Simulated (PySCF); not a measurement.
## Polarisability and C₆ of Nb (niobium, neutral)

[Kr] 4d4 5s1, high-spin 6D determinant. Calculation: PySCF 2.14, in def2-TZVPPD with the def2 core potential (28 electrons); a scalar-relativistic core potential. Coupled (time-dependent) response in atomic units; α is the mean over directions.

| method | mean α (bohr³) | α xx, yy, zz | C₆ (like pair) | S(−4) |
| --- | --- | --- | --- | --- |
| UHF | 126.6 | 126.0, 126.0, 127.9 | 1440 | 11150 |
| PBE | 81.90 | 80.18, 80.18, 85.35 | 791.6 | 4934 |
| PBE0 | 88.43 | 87.11, 87.11, 91.07 | 886.3 | 5397 |
| BHandHLYP | 95.25 | 93.99, 93.99, 97.77 | 975.4 | 6231 |
| M06-L | 78.00 | 76.75, 76.75, 80.50 | 750.6 | 4278 |

S(−4) is the Cauchy moment in α(ω) = α(0) + S(−4) ω² + …

Reference α: 98 ± 8 bohr³ (recommended; Schwerdtfeger and Nagle, table of static dipole polarizabilities (2023 update)). Published C₆: 1140 (Gould and Bucko (2016)).

Spin-orbit coupling is absent.

Hartree-Fock lies above the reference because it lacks correlation, which contracts the outer shell.

α(iu) at UHF:

```
u (hartree)  α(iu) (bohr³)
          0          126.6
     0.0500          104.2
      0.100          69.92
      0.200          33.99
      0.300          21.13
      0.500          12.11
      0.750          7.925
       1.00          5.739
       1.50          3.423
       2.00          2.254
       3.00          1.169
       5.00         0.4682
```

A single London oscillator, α(iu) = α/(1 + u²/ω²), gives C₆ = (3/4) ω α². Matching the computed C₆ needs ω = 4 × 1440 / (3 × 126.6²) = 0.120 hartree.

The components differ because the open shell of this determinant is not spherical; for a pure term their mean is the scalar polarisability.

Energies and moments cover only the electrons outside the core potential.
